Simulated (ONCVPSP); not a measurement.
## Sr (Z = 38): one change to an ONCV potential, before and after

```
Element                 : strontium
Generator               : ONCVPSP 4.0.1
Type                    : optimised norm-conserving Vanderbilt (ONCV)
Functional              : LDA (Perdew-Wang 92)
Relativity              : scalar-relativistic
Frozen core             : [Ar] 3d10
Valence charge          : 10
Reference configuration : 4s2 4p6 5s2
Partial waves           : 4s+5s: rc 2.20 bohr, ncon 4, nbas 8, qcut 7.2 1/bohr, 2 projectors; 4p: rc 1.60 bohr, ncon 4, nbas 8, qcut 5.2 1/bohr, 2 projectors, debl 1.2 Ha; d scattering state at 0.42 Ha: rc 1.60 bohr, ncon 5, nbas 10, qcut 6.4 1/bohr, local
Local potential         : the d channel
Core correction         : Teter function, fcfact 5, rcfact 1.55
```

In the d channel the program set the typed energies aside and used 0.050 Ha.

Change: s: qcut 4.7; p: qcut 3.4; d: qcut 4.2.

Cutoffs: the cutoffs (Ha) at which the residual kinetic energy of the hardest occupied pseudo-wave falls to 1 and 0.1 mHa per electron; they do not see the model core or the augmentation charge, which bear on the density cutoff. Errors are all-electron minus pseudo energies relative to the spin-unpolarised reference configuration.

What does the change do?

The potential gets harder (14 Ha and 70 Ha → 17 Ha and 72 Ha); the lowest positive-energy flag moves from none to s at 0.1 eV; the number of tests with a reliable result goes from 4 to 2; neither file shows a bound ghost.

| quantity | base | changed |
| --- | --- | --- |
| cutoff, loose | 14 Ha | 17 Ha |
| cutoff, tight | 70 Ha | 72 Ha |
| loose cutoff by channel | s 14 Ha, p 14 Ha | s 7.9 Ha, p 17 Ha |
| bound ghosts | none | none |
| GHOST(+) flags under 300 eV | none | s at 0.1 eV |
| tests with a reliable result | 4 of 4 | 2 of 4 |
| error for 4s2 4p6 5s1, meV [ΔE 6.06 eV] | -0.5 | +0.4 |
| error for 4s2 4p6 5s1.5, meV [ΔE 2.41 eV] | -0.2 | 0.0 |
| s: phases at 2.23 bohr within 0.05 rad from the reference energy up to (Ha; the scan ends near 5) | to the end of the scan | to the end of the scan |
| p: phases at 1.63 bohr within 0.05 rad from the reference energy up to (Ha; the scan ends near 5) | 3.9 | 3.5 |
| d: phases at 1.63 bohr within 0.05 rad from the reference energy up to (Ha; the scan ends near 5) | 4.7 | to the end of the scan |
| rms error of d²Exc/dni dnj with the model core, mHa | 1.97 | 2.29 |
